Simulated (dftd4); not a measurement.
H₄N (SMILES [NH4+]), charge +1, singlet, geometry from GFN2-xTB; D4 for revpbe run with dftd4 4.2.0.

dftd4 was given this input:
```
$ dftd4 mol.xyz --func revpbe --charge 1 --json dftd4.json --noedisp --property

# file mol.xyz
5

N      0.00000000    -0.00000000    -0.00000000
H     -0.69851852    -0.34749108    -0.67183826
H      0.02245826     1.02891450    -0.02958725
H     -0.25206810    -0.31063626     0.94868941
H      0.92812837    -0.37078716    -0.24726391
```

Problem. Write the output that dftd4 gives for this input, abridged.

Solution. 
```
                    ____  _____ _____     ____  _  _
      -------------|  _ \|  ___|_   _|---|  _ \| || |------------
     |             | | | | |_    | | ___ | | | | || |_           |
     |             | |_| |  _|   | ||___|| |_| |__   _|          |
     |             |____/|_|     |_|     |____/   |_|            |
     |             ===================================           |
     |            E. Caldeweyher, S. Ehlert & S. Grimme          |
     |          Mulliken Center for Theoretical Chemistry        |
     |                    University of Bonn                     |
      -----------------------------------------------------------

Rational (Becke-Johnson) damping: revpbe-D4-ATM
---------------------
  s6         1.0000
  s8         1.7468
  s9         1.0000
  a1         0.5363
  a2         3.0726
 alp        16.0000
--------------------

Atomic data, radii in Ångström:
------------------------------------------------------
   Z          R(cov)      r4/r2   hardness         EN
------------------------------------------------------
   7 N        0.9467     1.4350     0.5044     3.0400
   1 H        0.4267     1.0622     0.4726     2.2000
------------------------------------------------------

Atomic reference systems (in atomic units):
----------------------------------------------------------------------------
   Z        #      CN     q+Z       C6(AA)   #      CN     q+Z       C6(AA)
----------------------------------------------------------------------------
   7 N      1  0.0000  7.0000      25.3714   2  0.8583  6.6470      32.5496
            3  1.8399  6.6987      28.5877   4  2.5804  6.1757      42.3910
            5  0.9809  7.0000      18.1534
   1 H      1  0.0000  1.0000       7.6362   2  0.8942  1.0000       3.0374
----------------------------------------------------------------------------

Atomic properties (in atomic units):
----------------------------------------------------------------------------
     #    Z              CN          q      C6(AA)        C8(AA)   alpha(0)
----------------------------------------------------------------------------
     1    7 N        3.4358    -0.8260     42.4633      936.7752     9.7573
     2    1 H        0.8589     0.4565      0.3890        4.7023     0.9770
     3    1 H        0.8589     0.4565      0.3890        4.7023     0.9770
     4    1 H        0.8589     0.4565      0.3890        4.7023     0.9770
     5    1 H        0.8589     0.4565      0.3890        4.7023     0.9770
----------------------------------------------------------------------------

Molecular properties (in atomic units):
----------------------------------------
 molecular C6                  81.0318
 molecular C8                1540.2076
----------------------------------------

Dispersion energy:      -1.8762663342754E-03 Eh

[Info] JSON dump of results written to 'dftd4.json'
```
